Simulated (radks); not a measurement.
Problem. Ionisation of the cobalt ion Co+, [Ar] 3d8, to [Ar] 3d7 as the strength of local exchange is varied. Calculated with a radial shooting solver on a logarithmic mesh with Libxc functionals: Dirac Kohn-Sham, Slater X-alpha exchange (alpha = 2/3 is LDA exchange), no correlation, spin-unpolarised, spherical densities, point nucleus; open shells fill j = l - 1/2 first.

| alpha | E(Co+) (hartree) | exchange (hartree) | IE (eV) | -e of the level emptied (eV) | <r> of it (bohr) |
|---|---|---|---|---|---|
| 0.589 | -1381.93119 | -48.04293 | 16.854 | 10.157 (3d5/2) | 1.187 |
| 0.648 | -1386.75281 | -53.05690 | 17.815 | 10.912 (3d5/2) | 1.162 |
| 0.667 | -1388.30944 | -54.67934 | 18.133 | 11.164 (3d5/2) | 1.155 |
| 0.69 | -1390.19633 | -56.64840 | 18.524 | 11.476 (3d5/2) | 1.146 |
| 0.786 | -1398.10209 | -64.92676 | 20.225 | 12.847 (3d5/2) | 1.110 |
| 0.935 | -1410.46831 | -77.96490 | 23.088 | 15.210 (3d5/2) | 1.060 |
| 1.017 | -1417.32343 | -85.23775 | 24.778 | 16.633 (3d5/2) | 1.035 |
| ? | -1395.62633 | -62.32945 | 19.682 | 12.406 (3d5/2) | 1.121 |

Which alpha was used in the last row?

Solution. alpha = 0.756. NIST Atomic Spectra Database: 17.084 eV (measured). The Delta-SCF value meets it near alpha = 0.60. Spin polarisation and multiplet splitting are left out, so open shells lie too high by an amount that depends on their filling.

Beside tabulated values, note that spin-unpolarised runs miss the spin-polarisation part of the exchange energy of open shells.
